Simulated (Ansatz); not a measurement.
A nudged elastic band was laid between two geometries of a periodic cell of 19 atoms, LiC18 (surface graphene monolayer, adsorbate Li).

All numbers below come from DFT PBEsol, scalar-relativistic, plane waves, PAW (Ansatz 0.2.0). Settings: cutoff 420 eV, k mesh 2x2x1, gaussian smearing 0.02 eV, spin collinear.

```json
{
 "movable images": "5",
 "climbing image": "yes",
 "spring": "5.0 eV/Å²",
 "optimiser": "quadratic models (default)",
 "start path": "IDPP",
 "force threshold": "0.03 eV/Å",
 "iteration limit": "35",
 "end points": "relaxed"
}
```

Initial state:

```xyz
19
Lattice="7.3980 0.0000 0.0000 -3.6990 6.4069 0.0000 0.0000 0.0000 13.0000" Properties=species:S:1:pos:R:3
C -0.038 -0.016 1.024
C 1.195 0.689 1.023
C -1.266 2.110 1.024
C -0.038 2.825 1.023
C -2.498 4.252 1.011
C -1.266 4.964 1.024
C 2.428 -0.022 1.023
C 3.661 0.683 1.023
C 1.190 2.110 1.022
C 2.422 2.821 1.008
C -0.038 4.249 1.023
C 1.190 4.964 1.023
C 4.894 -0.022 1.023
C 6.127 0.689 1.023
C 3.661 2.106 1.009
C 4.900 2.822 1.011
C 2.422 4.252 1.009
C 3.661 4.968 1.011
Li 3.655 3.533 2.665
```

Final state:

```xyz
19
Lattice="7.3980 0.0000 0.0000 -3.6990 6.4069 0.0000 0.0000 0.0000 13.0000" Properties=species:S:1:pos:R:3
C -0.005 0.021 1.016
C 1.227 0.733 1.003
C -1.233 2.160 1.015
C -0.006 2.875 1.015
C -2.466 4.296 1.015
C -1.233 5.001 1.017
C 2.466 0.017 1.004
C 3.705 0.733 1.003
C 1.227 2.164 1.001
C 2.466 2.879 0.999
C 0.000 4.296 1.015
C 1.233 5.007 1.015
C 4.937 0.021 1.016
C 6.165 0.736 1.015
C 3.705 2.164 1.001
C 4.938 2.875 1.015
C 2.466 4.302 1.014
C 3.699 5.007 1.015
Li 2.466 1.458 2.656
```

(1) Which bonds break or form, and what moves?

(2) What energy profile does the band end with?

(3) What is the geometry of the highest image?

Answers

(1) Contacts lost: C5–Li19, C16–Li19, C17–Li19, C18–Li19. Contacts made: C2–Li19, C7–Li19, C8–Li19, C9–Li19. The atom that moves furthest is Li19, by 2.39 Å.

(2) It converged. The highest image is number 3 of 0 to 6, 0.37 eV above the ends, which have the same energy within 2 meV. By the program's own check the climbing image is of a kind that is not told: the force calls were inconclusive, a negative curvature could not be distinguished from the path's own, the only one lies far off the path, or fixed occupations may fill a level only in part (lowest curvatures found: -0.97 and 3.05 eV/Å²). Limits of this set-up: slab without dipole correction.

```
image  path coordinate (Å)  energy (eV)  C5–Li19 (Å)  C16–Li19 (Å)  C17–Li19 (Å)
    0                 0.00         0.00         2.19          2.19          2.19
    1                 0.41         0.11         2.47          2.27          2.27
    2                 0.82         0.29         2.81          2.44          2.44
    3                 1.22         0.37         3.16          2.65          2.65
    4                 1.63         0.29         3.48          2.85          2.85
    5                 2.04         0.11         3.78          3.05          3.05
    6                 2.45         0.00         4.10          3.29          3.28
```

(3) 
```xyz
19
Lattice="7.3980 0.0000 0.0000 -3.6990 6.4069 0.0000 0.0000 0.0000 13.0000" Properties=species:S:1:pos:R:3
C -0.020 0.002 1.025
C 1.212 0.710 1.015
C -1.250 2.135 1.020
C -0.021 2.850 1.020
C -2.483 4.275 1.015
C -1.251 4.984 1.025
C 2.445 -0.002 1.015
C 3.680 0.708 0.997
C 1.209 2.135 0.997
C 2.443 2.851 0.930
C -0.020 4.273 1.017
C 1.211 4.986 1.020
C 4.915 0.000 1.020
C 6.146 0.713 1.018
C 3.684 2.134 0.930
C 4.918 2.851 0.997
C 2.446 4.277 0.997
C 3.681 4.987 1.015
Li 3.063 2.493 2.851
```

The run took 5 min on 2 threads of Arm Neoverse V1, with other jobs on the host, peak memory 1.9 GiB.
